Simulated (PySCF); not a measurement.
# Diatomic cations of I with the fourth-period p block

CCSD(T) with double-zeta basis sets in PySCF, for the lowest determinant that a PBE0 search found; no spin–orbit coupling. De refers to high-spin ground-configuration atoms (the charge goes to the atom of lower measured ionisation energy or higher electron affinity, which is not always the lowest computed limit).

| M | basis | reference, frozen orbitals | charged atom | state (unpaired electrons) | Re (Å) | ωe (cm⁻¹) | De (eV) |
| --- | --- | --- | --- | --- | --- | --- | --- |
| Ge | def2-SVP | RHF, 13 | Ge+ | singlet (closed shell) | 2.422 | 300 | 3.55 |
| Se | cc-pVDZ-PP | UHF, 8 | Se+ | triplet (π ↑↑) | 2.413 | 294 | 2.26 |
| Br | cc-pVDZ-PP | UHF, 8 | I+ | doublet (π ↑) | 2.444 | 285 | 1.92 |

The shortest bond is that of SeI⁺ (2.413 Å), the longest that of IBr⁺ (2.444 Å). GeI⁺ is bound most strongly (3.55 eV) and IBr⁺ least (1.92 eV).

The rows differ in basis set, which adds steps of its own.

The state changes along the series, so neighbouring rows are not always alike in their bonding.

Correlated steps freeze the inner cores (8 to 13 orbitals); shallow outer-core shells are correlated. Correlated levels converge slowly with the basis: in double zeta they bind strong bonds too weakly, by up to about 1 eV, and carry superposition errors of some tenths. Spin–orbit coupling is left out, which matters for elements this heavy, above all for dissociation energies. For an ion De counts to the pair picked by the measured ionisation energies or electron affinities, which need not be the lowest pair at this level. Where the molecule has an RHF reference, its open-shell atoms are computed with UHF. States were picked by a PBE0 search and need not be the measured ground states.
